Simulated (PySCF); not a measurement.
# Heteronuclear NMR

Numbering as in the mapped SMILES `[OH:1][c:2]1[cH:3][cH:4][n:5][cH:6][c:7]1[F:8]`. Each H is labelled by its parent atom.

PySCF 2.14 calculation with PBE0/pcSseg-1 with gauge-including orbitals and geometry from GFN2-xTB; one computed conformer, relativity neglected, isolated molecule.

Problem. Where does 19F resonate?

Solution. 
```tsv
atoms	environment	σ (ppm)	δ (ppm)
F8	aryl fluorine	350.3	-170.1
```

Shieldings were converted by a linear fit to measured shifts: 19F (scatter 6.0 ppm rms, 7.0 ppm with the 5 outliers that the fit left out vs CFCl3, solution or neat liquid, with a term for F on sp3 carbon). A few per cent of atoms miss by over 2 rms, more outside the fitted compound classes.

On a 400 MHz spectrometer 19F resonates near 376.4 MHz, so 1 ppm is 376.4 Hz.

Problem. Predict the 15N NMR data.

Solution. 
| atoms | environment | σ (ppm) | δ (ppm) |
| --- | --- | --- | --- |
| N5 | pyridine-type ring nitrogen | -72.5 | -81.3 |

Shieldings were converted by a linear fit to measured shifts: 15N: δ = -148.07 − 0.921σ (rms 6.3 ppm, 71 shifts vs CH3NO2, solution or neat liquid). A few per cent of atoms miss by over 2 rms, more outside the fitted compound classes.

On a 400 MHz spectrometer 15N resonates near 40.5 MHz, so 1 ppm is 40.5 Hz.

Problem. Predict the 17O NMR data.

Solution. 
```
atoms         environment  σ (ppm)  δ (ppm)
   O1  phenol-type oxygen    227.4     59.6
```

Shieldings were converted by a linear fit to measured shifts: 17O: δ = 266.70 − 0.911σ (rms 10.7 ppm, 155 shifts, 12.2 ppm with the 3 outliers that the fit left out vs liquid water, solution or neat liquid). Occasional misses reach two or three times the rms, and more in compound classes unlike the fitted ones.

On a 500 MHz spectrometer 17O resonates near 67.8 MHz, so 1 ppm is 67.8 Hz.
